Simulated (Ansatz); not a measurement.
Input file for Ansatz (an electronic-structure program): R-CCSD(T)/cc-pVDZ on C2H4 (SMILES C=C).

Ansatz 0.2 input:
```yaml
crystal:
  periodic: [false, false, false]
  atoms:
    - {symbol: C, position_ang: [-0.66112664, -0.03924660, -0.00466731]}
    - {symbol: C, position_ang: [0.66112664, 0.03924660, 0.00466731]}
    - {symbol: H, position_ang: [-1.28478287, 0.83544969, 0.13534147]}
    - {symbol: H, position_ang: [-1.17489083, -0.98146548, -0.15269761]}
    - {symbol: H, position_ang: [1.28478287, -0.83544969, -0.13534147]}
    - {symbol: H, position_ang: [1.17489083, 0.98146548, 0.15269762]}
basis:
  gaussian:
    orbitals: cc-pVDZ
magnetization: {spin_polarized: false}
correlation: {method: ccsd_t, electrons: outside_noble_gas}
scf: {lower_state_search: off}
```

Program output:

```
WARN ansatz: RAYON_NUM_THREADS=4 ignored (pool sized by the plan → 4); use --threads N
Functional definition: HF
these checks for a lower state are left out or cut short: stability, starts, cluster_reference, orbital_swaps, neighbouring_geometries, increment
integrals: 0.01 GiB planned
434 factors; integrals over basis functions are off by at most 8.7e-4 eV
mean field: 0.07 GiB planned
mean field evaluation 1: about -2122.3798 eV, gradient 2.0e1 eV
mean field evaluation 2: about -2122.3810 eV, gradient 2.0e1 eV
mean field evaluation 4: about -2123.5705 eV, gradient 1.7e0 eV
mean field evaluation 8: about -2123.5805 eV, gradient 3.9e-5 eV
mean field -2123.58047289 eV, -78.0401429642 hartree, gradient 5.8e-7 eV, S^2 0.000000; 0 other end points of the search recorded, 0 dependent functions left out
2 core orbitals not correlated
reference -2123.58047289 eV, -78.0401429642 hartree; 6, 6 occupied and 40, 40 virtual orbitals, 434 factors
second order -7.46340674 eV of doubles, -0.00000000 eV of singles
coupled cluster: 0.09 GiB planned
cycle   1  -7.98966326 eV  change   -5.3e-1 eV  update   6.1e-2
cycle   2  -8.24658284 eV  change   -2.6e-1 eV  update   2.2e-2
cycle   3  -8.28262177 eV  change   -3.6e-2 eV  update   7.7e-3
cycle   4  -8.28391375 eV  change   -1.3e-3 eV  update   2.3e-3
cycle   5  -8.28398106 eV  change   -6.7e-5 eV  update   4.6e-4
cycle   6  -8.28400390 eV  change   -2.3e-5 eV  update   1.1e-4
cycle   7  -8.28402764 eV  change   -2.4e-5 eV  update   2.1e-5
cycle   8  -8.28402640 eV  change    1.2e-6 eV  update   5.0e-6
perturbative correction -0.26352328 eV, -0.0096843018 hartree
Total energy: -2132.12802257 eV, -78.3542596212 hartree
Checks for a lower state left out: stability, starts, cluster_reference, orbital_swaps, neighbouring_geometries, increment
```

The run converged.

Cost: roughly 1.2 core-seconds.
